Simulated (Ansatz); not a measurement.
One change: `[F][Zr]([F])([F])[c]1ccccc1` becomes `SCc1ccccc1`.

Ansatz, PBE0-D4/def2-TZVP geometries, multiplicity 1. Each molecule was computed in one conformer, which needn't be the lowest.

Elements past krypton have def2 core potentials.

```tsv
property	`[F][Zr]([F])([F])[c]1ccccc1`
LUMO energy (PBE0/def2-TZVPP) / eV	-1.80
size of the dipole moment (PBE/def2-TZVPP) / D	2.01
LUMO energy (ωB97M-V/def2-TZVPP) / eV	0.23
HOMO–LUMO gap (PBE/def2-TZVPP) / eV	4.08
LUMO energy (B3LYP/def2-TZVPP) / eV	-2.00
HOMO–LUMO gap (PBE0/def2-TZVPP) / eV	5.87
```

Q: What does the change do to each property? (Best estimate.)

A: Computed: 
```json
{"property": "LUMO energy (PBE0/def2-TZVPP) / eV", "`SCc1ccccc1`": "-0.50", "shift": "1.30"}
{"property": "size of the dipole moment (PBE/def2-TZVPP) / D", "`SCc1ccccc1`": "1.34", "shift": "-0.67"}
{"property": "LUMO energy (ωB97M-V/def2-TZVPP) / eV", "`SCc1ccccc1`": "1.50", "shift": "1.27"}
{"property": "HOMO–LUMO gap (PBE/def2-TZVPP) / eV", "`SCc1ccccc1`": "4.13", "shift": "0.05"}
{"property": "LUMO energy (B3LYP/def2-TZVPP) / eV", "`SCc1ccccc1`": "-0.68", "shift": "1.32"}
{"property": "HOMO–LUMO gap (PBE0/def2-TZVPP) / eV", "`SCc1ccccc1`": "6.21", "shift": "0.34"}
```

With PBE0 the HOMO rises by 0.96 eV and the LUMO rises by 1.30 eV, so the gap widens by about 0.34 eV. PBE moves the HOMO by 1.15 eV and ωB97M-V by 0.87 eV. Dipoles are sizes alone; their direction can turn.

B3LYP here is the variant with VWN-RPA as its local correlation; programs differ in this.
